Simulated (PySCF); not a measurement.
(E)-2-fluorobut-2-ene (C₄H₇F), SMILES C/C=C(\C)F.

Geometry: ωB97X-D3(BJ)/def2-SVP.

Two levels are set side by side: PBE/def2-TZVP (PySCF) and B3LYP/def2-TZVP (PySCF). Same geometry, gas phase. Differences are taken from unrounded values.

```json
[
 {"quantity": "orbital gap (eV)", "B3LYP": "7.13"},
 {"quantity": "highest occupied level (eV)", "B3LYP": "-6.64"},
 {"quantity": "lowest empty level (eV)", "B3LYP": "0.48"},
 {"quantity": "dipole moment (D)", "B3LYP": "1.73"},
 {"quantity": "mean polarisability (bohr³)", "B3LYP": "51.1"}
]
```

### Question
What does PBE give, and how far is it from B3LYP? (An estimate is asked for; the answer gives what the named calculation found.)

### Answer

```csv
quantity,PBE,PBE minus B3LYP
orbital gap (eV),5.36,-1.77
highest occupied level (eV),-5.64,1.00
lowest empty level (eV),-0.28,-0.76
dipole moment (D),1.61,-0.13
mean polarisability (bohr³),52.2,1.2
```

Without exact exchange PBE keeps part of each electron's self-repulsion, which lifts occupied levels and narrows the gap. Differences between two approximate levels are no errors against the true value.

Rough cost on one machine, each run with all the roots and properties that it gave: B3LYP against PBE within a factor of 2.
